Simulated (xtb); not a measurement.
Cu, doublet (GFN-xTB shapes and energies of metal compounds can be far from the true ones). Base run: GFN2-xTB run with xtb 6.7.1.

xtb was given this input:
```
$ xtb mol.xyz --gfn 2 --uhf 1 --json

# file mol.xyz
1

Cu     0.00000000     0.00000000     0.00000000
```

Each row names what was changed in the base input (with any setting that the change needs).

```csv
change,ΔE vs base (kcal/mol),SCF cycles
base,0.000,3
acc = 0.1,0.000,3
alpb = acetonitrile,-0.460,3
acc = 30,0.000,3
file = coord,0.000,3
```

ALPB and GBSA are two models with their own fitted parameters for each solvent, which aren't always the measured dielectric constant.
